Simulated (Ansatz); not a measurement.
The cluster Al2Ru⁻, relaxed as a doublet with UKS B3LYP-D4/def2-TZVPD in Ansatz, starting from the GFN2-xTB geometry. Force threshold 0.02 eV/Å.

In the def2 sets Ru takes a core potential; there is no spin–orbit coupling. The charge -1 doublet is spin-contaminated (final ⟨S²⟩ up to 0.84, 0.75 for a pure state). The relaxation made no stability test and no search for a lower SCF solution. No other spin state of charge -1 was run. The structure comes from a short search, and lower isomers may exist.

Start:

```xyz
3

Ru   -1.239   -0.708    1.568
Al    1.801    0.184   -1.200
Al   -0.562    0.524   -0.368
```

Question: Estimate the energy that the relaxation releases and the steps that it takes.

Answer: 196.1 kJ/mol, in 9 steps; 20 s on 4 threads of Arm Neoverse V1 on a shared host. No frequencies were taken in this run, so the end may be a saddle point.

Question: Does the start keep its bonding and symmetry?

Answer: Bonds formed: Ru1–Al2 (atoms count from 1). The end is the same structure that another start reached, the lowest one found. Point group Cs at the start, C2v at the end, both within 0.05 Å.

Question: Predict the relaxed structure.

Answer: 
```xyz
3

Ru   -0.325   -0.627    0.974
Al    1.436   -0.263   -0.433
Al   -1.111    0.890   -0.541
```
Bond lengths (bridged metal pairs left out): 2 × Al–Ru 2.28 Å; 1 × Al–Al 2.80 Å.
